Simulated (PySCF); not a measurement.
# H3NbS: breathing scan

Method: PySCF, PBE0, basis Nb def2-TZVP with ECP28, S def2-TZVP, H def2-TZVP (scalar-relativistic core potentials, no spin–orbit coupling, density fitting).

Rigid scan from the singlet minimum (Nb–H 1.761 Å (×3), Nb–S 2.099 Å; H–Nb–H 116.3° (×3), H–Nb–S 101.2° (×3)). Coordinate: all bonds to the central atom scaled together. Energies in kJ/mol from the minimum.

```json
{"scale of all bonds to the centre": "0.88", "E (kJ/mol)": "252.1", "dipole size (D)": "1.57"}
{"scale of all bonds to the centre": "0.92", "E (kJ/mol)": "101.2", "dipole size (D)": "1.82"}
{"scale of all bonds to the centre": "0.96", "E (kJ/mol)": "22.9", "dipole size (D)": "2.04"}
{"scale of all bonds to the centre": "1.00", "E (kJ/mol)": "0.0", "dipole size (D)": "2.23"}
{"scale of all bonds to the centre": "1.04", "E (kJ/mol)": "18.8", "dipole size (D)": "2.41"}
{"scale of all bonds to the centre": "1.08", "E (kJ/mol)": "68.4", "dipole size (D)": "2.56"}
{"scale of all bonds to the centre": "1.14", "E (kJ/mol)": "181.9", "dipole size (D)": "2.76"}
{"scale of all bonds to the centre": "1.22", "E (kJ/mol)": "374.3", "dipole size (D)": "2.97"}
{"scale of all bonds to the centre": "1.35", "E (kJ/mol)": "715.7", "dipole size (D)": "3.25"}
```

At long bonds a restricted determinant can lie too high, and another spin state can fall below this curve.

Other isomers or separated fragments may lie lower.
